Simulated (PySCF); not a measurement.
CH₄AlFS, SMILES C[S][AlH][F]. Geometry: B3LYP-D3(BJ)/def2-SVP. One conformer was computed; it need not be the lowest.

Q: Give the equilibrium geometry at B3LYP-D3(BJ)/def2-SVP (PySCF confirms it by a frequency run) as a Z-matrix, and its point group. (Estimate from the structure and the level; the computed values follow.)

A: Several could match; the one computed here: point group Cs.
```
S
C 1 1.8482
H 2 1.0982 1 108.59
H 2 1.0982 3 109.32 1 118.32
H 2 1.0996 3 108.95 4 118.96
Al 1 2.1701 2 100.10 3 -120.61
F 6 1.6657 1 117.61 2 180.00
H 6 1.5720 7 119.77 1 180.00
```
